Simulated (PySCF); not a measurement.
# Broadened absorption spectrum of C6H14Si2

C₆H₁₄Si₂.
SMILES: `[SiH3]/C=C(/[SiH3])C1CCC1`

Theory: PySCF, TDDFT PBE0/def2-SVPD, vertical, gas phase, core orbitals frozen in the response. Geometry: PBE0-D3(BJ)/def2-SVP, one conformer, isolated molecule. Torsions of this conformer, `[SiH3:1]/[CH:2]=[C:3](/[SiH3:4])[CH:5]1[CH2:6][CH2:7][CH2:8]1`: C2–C3–C5–C6 -146°.

Computed states:

| state | E (eV) | f |
| --- | --- | --- |
| S1 | 5.57 | 0.0003 |
| S2 | 5.92 | 0.367 |
| S3 | 6.56 | 0.0033 |
| S4 | 6.80 | 0.0038 |
| S5 | 7.01 | 0.0076 |
| S6 | 7.08 | 0.051 |
| S7 | 7.19 | 0.0015 |
| S8 | 7.26 | 0.0026 |
| S9 | 7.33 | 0.0060 |
| S10 | 7.35 | 0.0022 |

Broadening: Gaussians 0.25 eV wide at half height, area fixed by f = 4.319×10⁻⁹ ∫ε dν̃. The width is an assumption, not a result. The curve ends short of the highest state used, and states not computed would add to its high-energy end.

Question: Give the broadened spectrum and its maxima.

Answer: 
λ (nm), ε (L mol⁻¹ cm⁻¹) and a bar:
```
    183.7        535 
    185.0        454 
    186.3        422 
    187.6        412 
    188.9        390 
    190.1        340 
    191.4        257 
    192.7        167 
    194.0         94 
    195.3         55 
    196.5         64 
    197.8        180 
    199.1        576 
    200.4       1614 #
    201.7       3888 ###
    203.0       8067 ######
    204.2      13922 ###########
    205.5      21995 #################
    206.8      30385 #######################
    208.1      36886 ############################
    209.4      39533 ##############################
    210.7      37579 #############################
    211.9      32361 #########################
    213.2      24723 ###################
    214.5      16963 #############
    215.8      10495 ########
    217.1       5882 ####
    218.4       3002 ##
    219.6       1495 #
    220.9        657 
    222.2        278 
    223.5        120 
    224.8         58 
    226.0         34 
    227.3         22 
    228.6         14 
    229.9          9 
    231.2          5 
    232.5          3 
    233.7          2 
    235.0          1 
    236.3          0 
    237.6          0 
    238.9          0
```

Maxima: 210 nm (5.92 eV), ε about 40000, made up of S2 (100%) (ε in L mol⁻¹ cm⁻¹; maxima over ε = 5, shares over 10%). At its high-energy end, 6.75 eV, the curve is still rising (ε about 540, from S3 and S4).

Question: Coming from long wavelengths, where does ε first pass 100 L mol⁻¹ cm⁻¹?

Answer: At about 224 nm (5.54 eV), 0.02 eV below S1.

Question: What would ε be at 5.92 eV, the highest of these maxima, with half the width (0.125 eV)?

Answer: About 79000 L mol⁻¹ cm⁻¹ against 39500, a factor of about 2.00; a lone state at its own centre would give exactly 2.

Question: On this curve, what absorbance would a 10⁻⁵ mol/L sample give at 193 nm over a 1 cm path?

Answer: 193 nm is 6.424 eV, where ε is about 150 L mol⁻¹ cm⁻¹, so A = ε c l ≈ 0.0015 (Beer–Lambert, with the gas-phase spectrum and the assumed width).

All these states lie below the vertical ionisation energy of 9.12 eV (ΔSCF).

Time: 4.7 min of wall time. Hardware: Arm Neoverse V2, one thread, on a shared host.
